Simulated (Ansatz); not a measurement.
`FC#C[CH2][GeH3]` + H₂O → `OCC#CF` + GeH₄  (formal hydrolysis of a C–Ge bond)

Isolated molecules relaxed with PBE0-D4/def2-TZVP in Ansatz; ΔE leaves out vibrations. CCSD(T)/CBS adds triple-zeta CCSD(T) − MP2 to the extrapolated MP2 energy (def2 sets, frozen cores). This one scheme is used for every species. Functionals use def2-TZVPP. For Ge outer-core shells are correlated without core-valence functions, which leaves a few kJ/mol of doubt a bond. Scalar relativity is left out up to krypton. One conformer a species, not always the lowest.

| level | ΔE (kcal/mol) |
| --- | --- |
| PBE-D4 | 17.8 |
| MP2/def2-TZVPP | 22.0 |

**Question.** What does CCSD(T)/CBS give? (Estimate.)

**Answer.** Ansatz gave: +20.8 kcal/mol. The listed levels differ from it by -3.0, 1.2 kcal/mol.

Largest T1 diagnostic among the species: 0.012.

The D4 term adds +1.4 kcal/mol with B3LYP and +0.8 kcal/mol with PBE0; it sums over pairs of atoms, weighted by their polarisabilities, and B3LYP, whose exchange is more repulsive, gets the larger term. In def2-TZVPP, CCSD(T) changes the Hartree–Fock value by +4.4 kcal/mol (the triples alone add +0.3 kcal/mol) and MP2 by +7.0 kcal/mol. From PBE to PBE0 (25 % exact exchange), in def2-TZVPP and without D4, ΔE moves by +0.7 kcal/mol.

B3LYP here is the variant with VWN-RPA as its local correlation; programs differ in this.
